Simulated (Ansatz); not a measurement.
CdH2O (SMILES [OH][CdH]) moved off its minimum; all values from Ansatz (a first-principles code), cores frozen in correlated methods. Elements past Kr take the def2 small-core potentials, without spin–orbit coupling.
(charge 0, multiplicity 1)
```xyz
4

Cd    -0.21194    -0.16217     0.00134
H     -1.84805    -0.66661    -0.22979
O      1.64286     0.44353     0.11077
H      1.72693     1.48127     0.33101
```

Forces at B3LYP/def2-TZVPP (eV/Å):

| atom | Fx | Fy | Fz |
|---|---|---|---|
| Cd1 | -1.498 | -0.264 | -0.290 |
| H2 | 0.904 | 0.177 | 0.198 |
| O3 | 0.924 | 3.778 | 0.864 |
| H4 | -0.329 | -3.691 | -0.771 |

Task: Give the forces (eV/Å), the total energy and the dipole at CCSD(T)/def2-TZVPPD.

Result: 
```tsv
atom	Fx	Fy	Fz
Cd1	-1.469	-0.264	-0.282
H2	0.935	0.193	0.198
O3	0.869	3.760	0.857
H4	-0.335	-3.690	-0.772
```
Energy -243.6118 hartree, dipole 1.52 D.
